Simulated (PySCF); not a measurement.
**Ionisation energy of Mn¹⁴⁺ by level of theory**

Mn¹⁴⁺ [Ne] 3s1 (2S) → Mn¹⁵⁺ [Ne] (1S), as a difference of total energies. Computed with PySCF 2.14 in an even-tempered Gaussian basis (18 s from 0.93 bohr⁻², ratio 2.5; 11 p from 1.2 bohr⁻², ratio 2.5; 5 d from 5 bohr⁻², ratio 2.7; 4 f from 7.5 bohr⁻², ratio 2.7), with scalar relativity by spin-free X2C-1e. Correlated levels: outer shells: 1s2 frozen; virtual orbitals above 40 to 60 times the deepest correlated orbital energy dropped. The calculations carry no spin-orbit coupling.

Problem. Order these methods by the ionisation energy they give, lowest first.
A. PBE
B. LDA
C. TPSSh
D. r2SCAN

Solution. D (434.79 eV), C (435.94 eV), B (436.30 eV), A (436.93 eV).

For comparison: 435.17 eV (semi-empirical (NIST evaluation); NIST Atomic Spectra Database, ionization energies).
